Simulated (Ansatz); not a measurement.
Frontier orbitals of `BC(F)F`.

Z-matrix (Å, degrees):
```
C
F 1 1.364
F 1 1.364 2 107.0
B 1 1.576 2 114.0 3 127.1
H 1 1.108 2 106.9 3 -114.3
H 4 1.191 1 118.9 2 -154.6
H 4 1.191 1 118.9 2 31.1
```

The species carries charge 0 and has multiplicity 1. The structure was optimised at the PBE0-D4/def2-TZVP level. Basis def2-TZVPP, the Gaussian-basis code of Ansatz.

| functional | HOMO (eV) | LUMO (eV) | gap (eV) |
| --- | --- | --- | --- |
| PBE | -7.38 | -3.49 | 3.89 |
| BLYP | -7.34 | -3.37 | 3.97 |
| r2SCAN | -7.73 | -3.08 | 4.65 |
| PBE0 | -9.06 | -2.43 | 6.63 |
| r2SCANh | -8.36 | -2.72 | 5.64 |
| CAM-B3LYP | -10.60 | -1.35 | 9.25 |
| ωB97X-V | -11.56 | -0.16 | 11.40 |
| ωB97M-V | -11.46 | -0.44 | 11.02 |

What is the vertical ionisation energy at frozen-core CCSD(T)/CBS(def2)? (Best estimate.)

The calculation gave: 12.20 eV (T1 of the cation 0.027).

Against PBE, PBE0 changes HOMO and LUMO by −1.68 and +1.06 eV, ωB97M-V by −4.09 and +3.04 eV. A gap of 3.89 eV thus becomes 11.02 eV for the same molecule, so an orbital gap means little without its functional. −ε(HOMO) differs from that ionisation energy by −4.82 eV with PBE and −0.73 eV with ωB97M-V.
